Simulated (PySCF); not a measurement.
Al (SMILES [Al]), doublet. Base run: WB97X/cc-pVTZ run with PySCF.

Geometry (Å):
```xyz
1

Al     0.0000     0.0000     0.0000
```
Charge 0, spin multiplicity 2.
Orbitals are unrestricted.
All else is at PySCF's defaults.
Base energy -242.35415 Eh.

Variants of this job, named by their change:

| change | ΔE vs base (µEh) | grid points | electrons on the grid |
|---|---|---|---|
| base | 0.0 | 19184 | 13.00000 |
| grids.atom_grid = (99, 590) | -0.5 | 29696 | 13.00000 |
| grids.atom_grid = (50, 194) | 46.6 | 6352 | 13.00000 |
| grids.radi_method = delley | 1.2 | 18448 | 13.00000 |
| grids.level = 2 | -4.6 | 11896 | 13.00000 |
| grids.level = 1 | 46.6 | 6352 | 13.00000 |
| grids.level = 5 | -0.5 | 43048 | 13.00000 |
| grids.atom_grid = (30, 110) | 392 | 2424 | 13.00009 |
| grids.atom_grid = (75, 302) | -1.6 | 13656 | 13.00000 |
| grids.level = 0 | 4896 | 1624 | 12.99926 |
| small_rho_cutoff = 0 | 0.0 | 19184 | 13.00000 |

Open shells are given as the SCF converged; they aren't shown to be the lowest states, and a large step between rows can be another state.
